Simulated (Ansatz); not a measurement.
Ansatz (an electronic-structure program) input:

Ansatz 0.2 input:
```yaml
crystal:
  periodic: [false, false, false]
  atoms:
    - {symbol: Sc, position_ang: [-0.00000000, -0.00000000, -0.45833916]}
    - {symbol: O, position_ang: [0.00000000, 0.00000000, 1.20314028]}
basis:
  gaussian:
    orbitals: def2-TZVP
hamiltonian:
  xc: {name: SVWN5}
magnetization: {spin_polarized: true, initial_magnetization: 1}
relax: {f_tol: 0.003, max_steps: 100}
```

Task: What final total energy does it print?

Result: -833.51546 Eh (SVWN5/def2-TZVP). The basis has 76 functions.

The spin state was set by rule; other spins were not relaxed.
